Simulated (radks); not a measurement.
Task: Excited configurations of Pr3+: one electron is placed in a higher orbital outside [Xe] 4f1. The ground configuration is [Xe] 4f2. Calculated with a radial shooting solver on a logarithmic mesh with Libxc functionals: scalar-relativistic Kohn-Sham, LDA (Slater exchange, Perdew-Wang correlation), spin-polarised, spherical densities, point nucleus; open shells are filled with parallel spins first (spin-orbit coupling, left out, can overturn this in heavy ions). Excitation = E - E(ground); binding = E(ion) - E, where the ion is the core of charge +4; n* = 4/sqrt(2 binding) in atomic units, and the quantum defect is n - n*.

outer orbital  excitation (eV)  binding (eV)     n*  quantum defect  eigenvalue (eV)  <r> (bohr)
5f                      25.307        14.548  3.868           1.132          -12.232       4.093
6s                      12.741        27.114  2.834           3.166          -24.038       3.177
6p                      17.856        21.999  3.146           2.854          -19.444       3.667
6f                      30.379         9.476  4.793           1.207           -8.270       7.302
7f                      33.265         6.591  5.747           1.253           -5.853       11.22

Estimate the row for 7p.

Result: excitation (eV) 27.190; binding (eV) 12.665; n* 4.146; quantum defect 2.854; eigenvalue (eV) -11.326; <r> (bohr) 6.438. The Delta-SCF ionisation energy is 39.855 eV (NIST Atomic Spectra Database: 38.98 eV, semi-empirical). Self-interaction in the functional shifts the binding energies and quantum defects, so they are the method's values and not measured ones. Open shells are spherical and high-spin; term and fine-structure splittings are not resolved. Spin-orbit splitting is averaged out at the scalar-relativistic level.
